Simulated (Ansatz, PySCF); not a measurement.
Two conformers of C4H10O (SMILES CC(C)CO), B3LYP-D3(BJ)/def2-TZVP minima.
Conformer 1 (charge 0, multiplicity 1, Z-matrix in Å and degrees):
```
C
H 1 1.0987
C 1 1.5271 2 108.36
H 3 1.0897 1 111.13 2 63.06
H 3 1.0918 4 108.49 1 122.40
H 3 1.0937 4 107.79 5 116.48
C 1 1.5280 2 107.23 3 120.39
H 7 1.0928 1 109.73 2 -177.30
H 7 1.0975 8 107.46 1 119.24
O 7 1.4239 8 105.40 9 117.89
H 10 0.9634 7 108.38 8 -176.82
C 1 1.5285 2 108.00 7 118.56
H 12 1.0913 1 111.00 2 61.46
H 12 1.0922 13 107.91 1 122.64
H 12 1.0935 13 107.57 14 116.10
```
Conformer 2 (charge 0, multiplicity 1):
```xyz
15

C     -1.61022     0.24901     0.28614
C     -0.15219    -0.15380     0.50499
C      0.25080    -1.29619    -0.42659
C      0.75363     1.06446     0.32742
O      2.12128     0.81808     0.63379
H     -1.90953     1.04945     0.96609
H     -2.27951    -0.59721     0.45033
H     -1.76889     0.60225    -0.73665
H     -0.03308    -0.49379     1.53926
H      0.18404    -0.98581    -1.47397
H      1.27064    -1.63617    -0.23433
H     -0.40478    -2.15885    -0.29530
H      0.64920     1.45159    -0.69614
H      0.44219     1.85713     1.00967
H      2.48642     0.22986    -0.03459
```

No zero-point or thermal terms.

Rows in 6-31G* carry no dispersion term and start afresh at each structure (6-31G* with six Cartesian d functions).

Codes used: Ansatz (Gaussian basis) for Hartree–Fock, density functionals and correlated methods; PySCF for 6-31G* rows, the dispersion terms. Each number belongs to the level named beside it.

Task: Predict the electronic energy of conformer 2 less that of conformer 1 from HF/6-31G*.

Result: 0.4 kcal/mol

Ansatz is an electronic-structure program.
